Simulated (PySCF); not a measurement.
Ge(Me)3(Cl) (C3H9ClGe), SMILES [CH3][Ge]([CH3])([CH3])[Cl]. The structure is a stationary point at B3LYP-D3(BJ)/def2-SVP. The isomer is the one that the SMILES or the coordinates give; other isomers of the formula were not compared.

Computed equilibrium geometry at B3LYP-D3(BJ)/def2-SVP (PySCF confirms it by a frequency run) as Cartesian coordinates in Å, and its point group:
point group C3v.
```xyz
14

C     -1.6255     0.9385    -0.8369
Ge     0.0000     0.0000    -0.2839
C      1.6255     0.9385    -0.8369
C      0.0000    -1.8770    -0.8369
Cl     0.0000     0.0000     1.9206
H     -1.6855     0.9731    -1.9363
H     -2.5142     0.4197    -0.4489
H     -1.6205     1.9675    -0.4489
H      2.5142     0.4197    -0.4489
H      1.6855     0.9731    -1.9363
H      1.6205     1.9675    -0.4489
H      0.0000    -1.9463    -1.9363
H     -0.8937    -2.3872    -0.4489
H      0.8937    -2.3872    -0.4489
```
